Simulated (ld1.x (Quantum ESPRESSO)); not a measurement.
# K (Z = 19): TM semilocal pseudisation with PBE, non-relativistic reference atom.

The input file (ld1.x (Quantum ESPRESSO) 7.5):

```
&input
   title='K', zed=19., rel=0, dft='PBE', iswitch=3,
   config='[Ar] 3d0 4s0 4p1',
   nld=3, rlderiv=4.55, eminld=-5.0, emaxld=5.0, deld=0.02
 /
 &inputp
   pseudotype=1, tm=.true., lloc=2,
   nlcc=.true.,
   file_pseudopw='K.pp', file_wfcaegen='ae.wfc', file_wfcncgen='nc.wfc'
 /
3
3S  1  0   2.00   0.00  1.55  1.55  0.0
3P  2  1   6.00   0.00  1.50  1.50  0.0
3D  3  2   0.00   0.00  4.20  4.20  0.0
 &test
   configts(1)='3s2 3p6 3d0 4s0 4p1'
 /
```

Command:

```bash
ld1.x < K.in > K.out
```

Output (shortened: banner, matrices, multipoles, cross overlaps and the repeated all-electron block are left out):

```
Program LD1 v.7.5
     --------------------------- All-electron run ----------------------------

     K

     atomic number is 19.00
     dft =PBE   lsd =0 sic =0 latt =0  beta=0.20 tr2=1.0E-14
     Exchange-correlation= PBE
                           (   1   4   3   4   0   0   0)
     mesh =1165 r(mesh) = 100.03909 a.u. xmin = -7.00 dx = 0.01250
     1 Ry =  13.60569312 eV

     n l     nl                  e(Ry)          e(Ha)          e(eV)
     1 0     1S 1( 2.00)      -257.7180      -128.8590     -3506.4318
     2 0     2S 1( 2.00)       -25.8690       -12.9345      -351.9659
     2 1     2P 1( 6.00)       -20.6828       -10.3414      -281.4042
     3 0     3S 1( 2.00)        -2.6826        -1.3413       -36.4982
     3 1     3P 1( 6.00)        -1.4909        -0.7455       -20.2849
     3 2     3D 1( 0.00)        -0.0343        -0.0171        -0.4666
     4 0     4S 1( 0.00)        -0.2180        -0.1090        -2.9659
     4 1     4P 1( 1.00)        -0.1020        -0.0510        -1.3872

     final scf error:  3.8E-15 reached in  24 iterations

     Etot =   -1199.298950 Ry,    -599.649475 Ha,  -16317.293471 eV

     Ekin =    1198.017015 Ry,     599.008507 Ha,   16299.851858 eV
     Encl =   -2844.086479 Ry,   -1422.043239 Ha,  -38695.767844 eV
     Eh   =     513.107199 Ry,     256.553600 Ha,    6981.179095 eV
     Exc  =     -66.336685 Ry,     -33.168343 Ha,    -902.556581 eV

     normalization and overlap integrals

     s(1S/1S) =  1.000000  <r> =   0.0816  <r2> =    0.0089  r(max) =   0.0533
     s(2S/2S) =  1.000000  <r> =   0.3900  <r2> =    0.1802  r(max) =   0.3184
     s(2P/2P) =  1.000000  <r> =   0.3514  <r2> =    0.1530  r(max) =   0.2640
     s(3S/3S) =  1.000000  <r> =   1.2739  <r2> =    1.8788  r(max) =   1.0839
     s(3P/3P) =  1.000000  <r> =   1.4311  <r2> =    2.4323  r(max) =   1.1538
     s(3D/3D) =  1.000000  <r> =   7.0485  <r2> =   65.0685  r(max) =   6.3158
     s(4S/4S) =  1.000000  <r> =   4.9170  <r2> =   27.9674  r(max) =   4.0272
     s(4P/4P) =  1.000000  <r> =   6.7807  <r2> =   52.7859  r(max) =   5.8595

     ------------------------ End of All-electron run ------------------------

     --------------------- Generating NC pseudopotential ---------------------

      Generating local pot.: lloc=2, matching radius rcloc =   4.2000

      Computing core charge for nlcc:

       r > 0.66 : true rho core
       r < 0.66 : rho core = a sin(br)/r    a=  12.47  b=   4.08

      Integrated core pseudo-charge :   3.61

      Wfc   3S  rcut= 1.538  Using Troullier-Martins method

      Wfc   3P  rcut= 1.500  Using Troullier-Martins method

     ------------------- End of pseudopotential generation -------------------

     Computing logarithmic derivative in   4.53502
     Computing logarithmic derivative in   4.53502
     Computing the partial wave expansion
     R is outside the sphere for l=    0 j= 0.00
     R is outside the sphere for l=    1 j= 0.00
       no projector for channel:   2

     ---------------------- Testing the pseudopotential ----------------------

     K

     atomic number is 19.00   valence charge is  9.00
     dft =PBE   lsd =0 sic =0 latt =0  beta=0.20 tr2=1.0E-14
     mesh =1165 r(mesh) = 100.03909 xmin = -7.00 dx = 0.01250

     n l     nl             e AE (Ry)        e PS (Ry)    De AE-PS (Ry)
     1 0     3S   1( 2.00)       -2.68257       -2.68257        0.00000
     2 1     3P   1( 6.00)       -1.49091       -1.49091        0.00000
     3 2     3D   1( 0.00)       -0.03430       -0.03430        0.00000
     2 0     4S   1( 0.00)       -0.21799       -0.22162        0.00363
     3 1     4P   1( 1.00)       -0.10196       -0.10209        0.00013

     eps = 4.8E-15  iter = 16

     Etot =   -1199.298950 Ry,    -599.649475 Ha,  -16317.293471 eV
     Etotps =   -61.835009 Ry,     -30.917504 Ha,    -841.308154 eV

     Ekin =      19.792677 Ry,       9.896338 Ha,     269.293085 eV
     Encl =    -106.437109 Ry,     -53.218555 Ha,   -1448.150646 eV
     Ehrt =      44.411312 Ry,      22.205656 Ha,     604.246678 eV
     Ecxc =     -14.544016 Ry,      -7.272008 Ha,    -197.881420 eV
     (Ecc =      -5.251439 Ry,      -2.625719 Ha,     -71.449461 eV)
     Epseu=      -5.057872 Ry,      -2.528936 Ha,     -68.815851 eV

     ---------------------- End of pseudopotential test ----------------------
```

ld1.x takes every shell without a wave as core, so the model core holds the 4p electrons as well and exchange and correlation see them twice. This cancels in the reference configuration, but the file is broken for other ones, and its errors say nothing about a proper core correction.

Generation and configuration tests took about 1.1 s on one core of a shared server CPU.

Transferability test of the new file with ld1.x, input:

```
&input
   title='K', zed=19., rel=0, dft='PBE', iswitch=2,
   config='[Ar] 3d0 4s0 4p1'
 /
 &test
   file_pseudo='K.pp', nconf=8,
   configts(1)='3s2 3p6 3d0 4s0 4p1',
   configts(2)='3s2 3p6 3d0 4s1 4p0',
   configts(3)='3s2 3p6 3d0 4s0 4p0',
   configts(4)='3s2 3p6 3d0 4s0.5 4p0',
   configts(5)='3s1 3p6 3d0 4s1 4p0',
   configts(6)='3s2 3p5 3d0 4s1 4p0',
   configts(7)='3s2 3p6 3d1 4s0 4p0',
   configts(8)='3s2 3p6 3d0.5 4s0.5 4p0'
 /
```

```bash
ld1.x < K.test.in > K.test.out
```

Pseudopotential blocks of its output, shortened (energy terms left out):

```
     ---------------------- Testing the pseudopotential ----------------------

     n l     nl             e AE (Ry)        e PS (Ry)    De AE-PS (Ry)
     1 0     3S   1( 2.00)       -2.68257       -2.68257        0.00000
     2 1     3P   1( 6.00)       -1.49091       -1.49091       -0.00000
     3 2     3D   1( 0.00)       -0.03430       -0.03430        0.00000
     2 0     4S   1( 0.00)       -0.21799       -0.22162        0.00363
     3 1     4P   1( 1.00)       -0.10196       -0.10209        0.00013

     eps = 6.7E-15  iter = 22

     Etot =   -1199.298950 Ry,    -599.649475 Ha,  -16317.293471 eV
     Etotps =   -61.835008 Ry,     -30.917504 Ha,    -841.308147 eV

     ---------------------- End of pseudopotential test ----------------------

          ---------------------- Testing the pseudopotential ----------------------

     n l     nl             e AE (Ry)        e PS (Ry)    De AE-PS (Ry)
     1 0     3S   1( 2.00)       -2.57534       -2.57765        0.00230
     2 1     3P   1( 6.00)       -1.38523       -1.38771        0.00248
     3 2     3D   1( 0.00)       -0.00000       -0.00000        0.00000
     2 0     4S   1( 1.00)       -0.16987       -0.17595        0.00608  !
     3 1     4P   1( 0.00)       -0.05971       -0.06908        0.00937  !

     eps = 2.0E-15  iter = 23

     Etot =   -1199.411804 Ry,    -599.705902 Ha,  -16318.828933 eV
     Etotps =   -61.948105 Ry,     -30.974052 Ha,    -842.846906 eV
     dEtot_ae =      -0.112854 Ry
     dEtot_ps =      -0.113097 Ry,   Delta E=       0.000242 Ry

     ---------------------- End of pseudopotential test ----------------------

          ---------------------- Testing the pseudopotential ----------------------

     n l     nl             e AE (Ry)        e PS (Ry)    De AE-PS (Ry)
     1 0     3S   1( 2.00)       -3.02272       -3.02490        0.00217
     2 1     3P   1( 6.00)       -1.82986       -1.83214        0.00228
     3 2     3D   1( 0.00)       -0.28335       -0.30613        0.02278  !
     2 0     4S   1( 0.00)       -0.45444       -0.49876        0.04432  !
     3 1     4P   1( 0.00)       -0.27570       -0.15288       -0.12282  !

     eps = 7.2E-15  iter = 31

     Etot =   -1199.095999 Ry,    -599.548000 Ha,  -16314.532189 eV
     Etotps =   -61.616103 Ry,     -30.808052 Ha,    -838.329795 eV
     dEtot_ae =       0.202950 Ry
     dEtot_ps =       0.218905 Ry,   Delta E=      -0.015954 Ry

     ---------------------- End of pseudopotential test ----------------------

          ---------------------- Testing the pseudopotential ----------------------

     n l     nl             e AE (Ry)        e PS (Ry)    De AE-PS (Ry)
     1 0     3S   1( 2.00)       -2.78188       -2.78567        0.00379
     2 1     3P   1( 6.00)       -1.59089       -1.59472        0.00383
     3 2     3D   1( 0.00)       -0.11443       -0.13095        0.01652  !
     2 0     4S   1( 0.50)       -0.31359       -0.32942        0.01584  !
     3 1     4P   1( 0.00)       -0.17590       -0.19878        0.02289  !

     eps = 9.2E-15  iter = 24

     Etot =   -1199.291598 Ry,    -599.645799 Ha,  -16317.193453 eV
     Etotps =   -61.822467 Ry,     -30.911233 Ha,    -841.137514 eV
     dEtot_ae =       0.007351 Ry
     dEtot_ps =       0.012541 Ry,   Delta E=      -0.005190 Ry

     ---------------------- End of pseudopotential test ----------------------

          ---------------------- Testing the pseudopotential ----------------------

     n l     nl             e AE (Ry)        e PS (Ry)    De AE-PS (Ry)
     1 0     3S   1( 1.00)       -3.57491       -3.56882       -0.00609  !
     2 1     3P   1( 6.00)       -2.34524       -2.33707       -0.00817  !
     3 2     3D   1( 0.00)       -0.62929       -0.52691       -0.10238  !
     2 0     4S   1( 1.00)       -0.63331       -0.64522        0.01191  !
     3 1     4P   1( 0.00)       -0.42646       -0.43388        0.00742  !

     eps = 6.9E-15  iter = 17

     Etot =   -1196.349144 Ry,    -598.174572 Ha,  -16277.159326 eV
     Etotps =   -58.887026 Ry,     -29.443513 Ha,    -801.198802 eV
     dEtot_ae =       2.949805 Ry
     dEtot_ps =       2.947983 Ry,   Delta E=       0.001823 Ry

     ---------------------- End of pseudopotential test ----------------------

          ---------------------- Testing the pseudopotential ----------------------

     n l     nl             e AE (Ry)        e PS (Ry)    De AE-PS (Ry)
     1 0     3S   1( 2.00)       -3.53663       -3.52775       -0.00888  !
     2 1     3P   1( 5.00)       -2.31049       -2.30142       -0.00907  !
     3 2     3D   1( 0.00)       -0.60662       -0.51802       -0.08860  !
     2 0     4S   1( 1.00)       -0.63008       -0.64114        0.01107  !
     3 1     4P   1( 0.00)       -0.42498       -0.43243        0.00745  !

     eps = 7.1E-15  iter = 22

     Etot =   -1197.577078 Ry,    -598.788539 Ha,  -16293.866210 eV
     Etotps =   -60.116074 Ry,     -30.058037 Ha,    -817.920849 eV
     dEtot_ae =       1.721872 Ry
     dEtot_ps =       1.718935 Ry,   Delta E=       0.002937 Ry

     ---------------------- End of pseudopotential test ----------------------

          ---------------------- Testing the pseudopotential ----------------------

     n l     nl             e AE (Ry)        e PS (Ry)    De AE-PS (Ry)
     1 0     3S   1( 2.00)       -2.67965       -2.67300       -0.00664  !
     2 1     3P   1( 6.00)       -1.49007       -1.48238       -0.00769  !
     3 2     3D   1( 1.00)       -0.04589       -0.04254       -0.00335
     2 0     4S   1( 0.00)       -0.22493       -0.22717        0.00224
     3 1     4P   1( 0.00)       -0.10876       -0.10987        0.00110

     eps = 1.0E-14  iter = 27

     Etot =   -1199.233128 Ry,    -599.616564 Ha,  -16316.397918 eV
     Etotps =   -61.767326 Ry,     -30.883663 Ha,    -840.387278 eV
     dEtot_ae =       0.065822 Ry
     dEtot_ps =       0.067683 Ry,   Delta E=      -0.001861 Ry

     ---------------------- End of pseudopotential test ----------------------

          ---------------------- Testing the pseudopotential ----------------------

     n l     nl             e AE (Ry)        e PS (Ry)    De AE-PS (Ry)
     1 0     3S   1( 2.00)       -2.64595       -2.64089       -0.00506  !
     2 1     3P   1( 6.00)       -1.45583       -1.45047       -0.00535  !
     3 2     3D   1( 0.50)       -0.02798       -0.02862        0.00064
     2 0     4S   1( 0.50)       -0.20872       -0.21075        0.00203
     3 1     4P   1( 0.00)       -0.09194       -0.09640        0.00447

     eps = 3.2E-15  iter = 19

     Etot =   -1199.323060 Ry,    -599.661530 Ha,  -16317.621513 eV
     Etotps =   -61.859136 Ry,     -30.929568 Ha,    -841.636425 eV
     dEtot_ae =      -0.024111 Ry
     dEtot_ps =      -0.024128 Ry,   Delta E=       0.000017 Ry

     ---------------------- End of pseudopotential test ----------------------
```
